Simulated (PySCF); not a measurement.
[VI4]- (charge -1 and triplet state).
Bonds: V1–I2, V1–I3, V1–I4, V1–I5.

Theory: PBE0-D3(BJ)/def2-SVP geometry optimisation, gas phase, def2 core potentials past Kr (PySCF).

Q: How far are the bound atoms from V1?

A: 4 atoms: I4 2.596 Å, I5 2.596 Å, I2 2.597 Å, I3 2.600 Å.

Q: List the angles at V1.

A: 
| angle | degrees | distance of the outer atoms (Å) |
| --- | --- | --- |
| I4–V1–I5 | 109.6 | 4.24 |
| I3–V1–I5 | 109.5 | 4.24 |
| I3–V1–I4 | 109.5 | 4.24 |
| I2–V1–I4 | 109.4 | 4.24 |
| I2–V1–I3 | 109.4 | 4.24 |
| I2–V1–I5 | 109.4 | 4.24 |

Q: What is the shape at V1?

A: Tetrahedral: angles from 109.4° to 109.6°; τ4 = (360° − α − β)/141° = 1.00 with α and β the two widest (0 for a square, 1 for a tetrahedron). Differences among atoms that Td makes equivalent are scatter left by the optimiser.

Q: What are the rotational constants (commonest isotopes, rigid rotor)?

A: A = 221.5, B = 221.5, C = 221.1 MHz: a spherical top.

Point group: Td (tolerance 0.08 Å). Charge -1, triplet. ⟨S²⟩ = 2.048 (exact for a triplet: 2.00). The geometry's basis has no diffuse functions, a weakness for an anion. Stationary, but not proved a minimum.

Neither the SCF state along the optimisation nor the shape of the open-shell metal species was proved the lowest: other solutions of the same spin, or a structure of lower symmetry, can lie below.
